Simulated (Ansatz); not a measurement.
C3H8AsB, SMILES `C[AsH]B1CC1`, relaxed with RKS PBE-D4/def2-SVP in the Gaussian-basis code of Ansatz from a rough embedded geometry. The force threshold is 0.03 eV/Å; the program also tests the step.

Total charge 0; spin multiplicity 1.

Start:

```xyz
13

C    -2.190   -0.241    0.425
As   -0.781   -1.104    1.379
B     0.611   -0.341    0.120
C     1.487   -0.228   -1.283
C     1.855    0.662   -0.237
H    -2.022    0.889    0.287
H    -2.350   -0.670   -0.578
H    -3.149   -0.290    0.988
H    -0.618    0.094    2.440
H     2.080   -1.121   -1.442
H     0.789    0.195   -2.063
H     1.540    1.734   -0.312
H     2.748    0.422    0.277
```

Problem. By how much does the energy fall, and how many steps does the optimiser take? (Best estimate.)

Solution. Ansatz gave: 92.85 kJ/mol, in 10 steps, 1 of them rejected.

Problem. Which bonds change most? (Estimate.)

Solution. Ansatz gave: C4–C5 from 1.422 to 1.540 Å; B3–C4 from 1.658 to 1.548 Å; B3–C5 from 1.638 to 1.547 Å; C1–As2 from 1.907 to 1.991 Å.

Problem. Give the relaxed structure. (Estimate.)

Solution. Computed: 
```xyz
13

C    -2.378   -0.408    0.409
As   -0.680   -0.644    1.421
B     0.684   -0.001    0.151
C     1.293   -0.063   -1.271
C     2.115    0.524   -0.108
H    -2.514    0.628    0.052
H    -2.345   -1.091   -0.460
H    -3.226   -0.694    1.060
H    -0.756    0.593    2.326
H     1.598   -1.040   -1.689
H     0.930    0.630   -2.050
H     2.296    1.613   -0.106
H     2.984   -0.047    0.265
```
